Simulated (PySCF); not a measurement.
C₅H₁₂Si. Atoms are numbered in the order given.

```xyz
18

C     -1.6721    -1.6775     0.3230
C     -0.8643    -0.5660    -0.3139
C     -1.4078     0.8844    -0.1908
C     -0.0918     1.7017    -0.2559
Si     0.7710     0.1322     0.3670
C      2.4298    -0.4079    -0.3248
H     -1.8060    -1.5053     1.4035
H     -1.1809    -2.6562     0.2049
H     -2.6782    -1.7598    -0.1231
H     -0.7000    -0.7804    -1.3868
H     -2.1722     1.1579    -0.9393
H     -1.8752     1.0109     0.8015
H      0.1900     1.9179    -1.2998
H     -0.0721     2.6433     0.3102
H      0.8045     0.0755     1.8662
H      2.4257    -0.3775    -1.4251
H      3.2375     0.2498     0.0335
H      2.6697    -1.4360    -0.0103
```
Charge 0, spin multiplicity 1.

Geometry optimised at PBE0-D3(BJ)/def2-SVP. The structure was generated by enumeration; whether it is a known compound was not checked.

These are PySCF with PBE0-D3(BJ)/def2-SVP values and carry that method's errors.

Frequencies are harmonic and unscaled.

Problem. Estimate the vibrational spectrum. (An estimate is asked for; the answer gives what the named calculation found.)

Solution. 
```tsv
mode	ν (cm⁻¹)	IR (km/mol)	moving atoms (share of kinetic energy)
1	115	0.2	C 49 %, H 43 %
2	146	0.0	H 84 %, C 13 %
3	152	0.1	H 46 %, C 38 %, Si 17 %
4	187	0.4	H 47 %, C 43 %, Si 11 %
5	230	0.1	H 90 %
6	272	0.9	C 42 %, H 37 %, Si 20 %
7	376	2.0	C 54 %, H 44 %
8	445	3.2	C 56 %, H 28 %, Si 16 %
9	589	12.8	H 44 %, C 39 %, Si 17 %
10	603	5.2	H 69 %, C 25 %
11	678	7.9	C 49 %, H 45 %
12	689	20.9	H 75 %, C 18 %
13	742	31.4	H 45 %, C 29 %, Si 26 %
14	772	22.7	H 56 %, C 30 %, Si 14 %
15	821	90.9	H 60 %, C 24 %, Si 16 %
16	873	23.8	H 61 %, C 35 %
17	891	45.4	H 67 %, C 27 %
18	904	80.0	H 67 %, C 27 %
19	967	9.1	C 54 %, H 45 %
20	977	8.7	H 86 %, C 13 %
21	985	12.4	H 89 %, C 10 %
22	1089	7.7	H 56 %, C 44 %
23	1136	3.2	C 57 %, H 43 %
24	1162	9.4	C 57 %, H 43 %
25	1203	4.1	H 67 %, C 33 %
26	1242	1.7	H 80 %, C 20 %
27	1259	26.7	H 78 %, C 22 %
28	1272	1.0	H 73 %, C 27 %
29	1340	0.5	H 63 %, C 37 %
30	1395	0.9	H 72 %, C 28 %
31	1419	4.8	H 91 %, C 9 %
32	1427	8.4	H 95 %
33	1428	2.8	H 96 %
34	1462	2.7	H 94 %
35	1466	4.4	H 93 %
36	1471	9.0	H 96 %
37	2194	136.6	H 97 %
38	3036	36.9	H 97 %
39	3043	32.4	H 94 %
40	3044	29.1	H 93 %
41	3055	2.2	H 97 %
42	3080	7.9	H 94 %
43	3100	27.4	H 91 %, C 9 %
44	3119	22.3	H 91 %, C 9 %
45	3138	20.0	H 91 %, C 9 %
46	3159	2.2	H 91 %, C 9 %
47	3162	9.7	H 91 %, C 9 %
48	3164	3.7	H 91 %, C 9 %
```
